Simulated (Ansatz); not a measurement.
Si(OMe)Me3 (C4H12OSi). Charge 0, multiplicity 1. Geometry PBE-D4/def2-SVP; atoms count from 1.

```xyz
18

C     2.379   -0.261   -0.307
C    -0.729   -1.648    0.490
C    -0.752    0.650   -1.585
C    -1.116    1.287    1.435
O     1.375    0.400    0.426
Si   -0.286    0.163    0.180
H     2.339   -1.371   -0.189
H     3.373    0.076    0.057
H     2.331   -0.041   -1.400
H    -0.430   -1.960    1.512
H    -0.228   -2.325   -0.233
H    -1.823   -1.810    0.391
H    -0.471    1.703   -1.792
H    -1.846    0.552   -1.747
H    -0.247    0.009   -2.337
H    -0.826    2.345    1.269
H    -0.821    1.012    2.468
H    -2.220    1.219    1.362
```

Question: Estimate the Mulliken populations from the PBE0/def2-TZVP orbitals of Ansatz.

Answer: 
| atom | charge (e) |
| --- | --- |
| C1 | -0.22 |
| C2 | -0.51 |
| C3 | -0.50 |
| C4 | -0.48 |
| O5 | -0.36 |
| Si6 | 0.49 |
| H7 | 0.11 |
| H8 | 0.13 |
| H9 | 0.11 |
| H10 | 0.14 |
| H11 | 0.13 |
| H12 | 0.13 |
| H13 | 0.14 |
| H14 | 0.13 |
| H15 | 0.13 |
| H16 | 0.14 |
| H17 | 0.14 |
| H18 | 0.13 |
Mulliken values depend strongly on the basis.

Question: And the Mayer bond orders between heavy atoms (over 0.3)?

Answer: C1–O5 0.98 (1.41 Å); C2–Si6 0.98 (1.89 Å); C3–Si6 0.98 (1.89 Å); C4–Si6 1.02 (1.88 Å); O5–Si6 1.12 (1.70 Å).
